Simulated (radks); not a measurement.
Charge is removed step by step from the 5s down level of neutral dysprosium, starting from [Kr] 4d10 4f10 5s(up 1, down 1) 5p6 6s2. All-electron calculation, scalar-relativistic Kohn-Sham, PBE, spin-polarised, spherical densities, point nucleus; open shells are filled with parallel spins first (spin-orbit coupling, left out, can overturn this in heavy ions). Program: a radial shooting solver on a logarithmic mesh with Libxc functionals.

removed (e)  E - E(0) (eV)  eigenvalue (eV)  E minus straight line (eV)
0                    0.000          -47.970                       0.000
0.1                  4.845          -49.019                      -0.506
0.2                  9.797          -50.096                      -0.905
0.3                 14.857          -51.200                      -1.196
0.4                 20.029          -52.325                      -1.375
0.5                 25.315          -53.471                      -1.440
0.6                 30.716          -54.636                      -1.390
0.7                 36.235          -55.817                      -1.222
0.8                 41.872          -57.014                      -0.936
0.9                 47.630          -58.226                      -0.529
1                   53.510          -59.452                       0.000

Removing the whole electron costs 53.510 eV by Delta-SCF, against 47.970 eV from minus the eigenvalue at the starting occupation. Slater's transition state (half an electron removed) gives 53.471 eV. Integrating minus the eigenvalue over the occupation (Janak's theorem) gives 53.550 eV. In this scalar-relativistic scheme the density is built from large components alone, so the theorem holds only approximately. The mean slope of the eigenvalue, de/dn, is 11.5 eV per electron.
